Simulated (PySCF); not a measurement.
Method: PBE-D3(BJ)/def2-TZVP // r2SCAN-D4/def2-TZVP run with PySCF. Gas-phase values, no solvent. 

Reference species (SMILES): `[CH2][SiH3]` (neutral, multiplicity 2).

```json
{
  "dipole_moment": "0.67 D"
}
```

Changed species: `C[SiH2]` (H atom removed from Si2; the reference has H atom removed from C1).

Task: What does the change do to the dipole moment?

Result: the dipole moment goes up by 0.30 D, to 0.97 D.
